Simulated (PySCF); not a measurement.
Series: cyclic III–V and III–VI dimers. All species are isolated molecules in the gas phase. Strings in code marks are SMILES.

The numbers are results of TPSSh-D3(BJ)/def2-TZVP // CAM-B3LYP-D3(BJ)/def2-SVP in PySCF, not measurements. All candidates: neutral, multiplicity 1. Delta-SCF ions had no search for a lower state. Excitations are Tamm–Dancoff values on a coarser integration grid. The basis has no diffuse functions, so Rydberg states are missing or too high.

- LUMO = -0.86 eV
- T1 excitation (TDA) = 5.24 eV
- vertical ionisation energy (Delta-SCF) = 9.47 eV

**Question.** Which member has these values?
(A) `[NH2+]1[GaH2-][NH2+][GaH2-]1`
(B) `[SeH+]1[InH2-][SeH+][InH2-]1`
(C) `[InH2-]1[SbH2+][InH2-][SbH2+]1`
(D) `[BH2-]1[SeH+][BH2-][SeH+]1`

**Answer.** D, `[BH2-]1[SeH+][BH2-][SeH+]1`. The others give `[NH2+]1[GaH2-][NH2+][GaH2-]1`: -0.42 eV, 6.07 eV, 9.48 eV; `[SeH+]1[InH2-][SeH+][InH2-]1`: -1.20 eV, 5.13 eV, 9.11 eV; `[InH2-]1[SbH2+][InH2-][SbH2+]1`: -1.63 eV, 4.05 eV, 8.22 eV
